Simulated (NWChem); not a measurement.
CH₈OSi₂; SMILES OC([SiH3])[SiH3]

```xyz
12

O      1.7139    -0.0721     0.1512
C      0.4226    -0.0111    -0.4468
Si    -0.4903    -1.5925     0.0750
Si    -0.4775     1.5863     0.0590
H      2.2306     0.6828    -0.1526
H      0.4747    -0.0444    -1.5567
H     -1.8436    -1.5987    -0.5628
H      0.2733    -2.7941    -0.3739
H     -0.6485    -1.6326     1.5586
H      0.4276     2.7389    -0.2549
H     -0.7531     1.5941     1.5263
H     -1.7593     1.7557    -0.6924
```
Atoms are numbered in this order, from 1.

STO-3G and 3-21G are far too small for this property and stand as cheap habits. Coordinates come from a PBE0/def2-SVP optimisation.

Give the principal values of the shielding tensors (ppm) of O1, C2, Si3, Si4 from Hartree-Fock/STO-3G, GIAO (NWChem), with their diamagnetic and paramagnetic parts as GIAO splits them.


```tsv
atom	σ11	σ22	σ33	isotropic	diamagnetic	paramagnetic
O1	322.7	360.1	441.6	374.8	378.4	-3.5
C2	185.3	187.9	275.4	216.2	249.3	-33.1
Si3	604.3	626.0	665.8	632.0	868.2	-236.2
Si4	601.0	625.0	665.7	630.6	868.4	-237.8
```
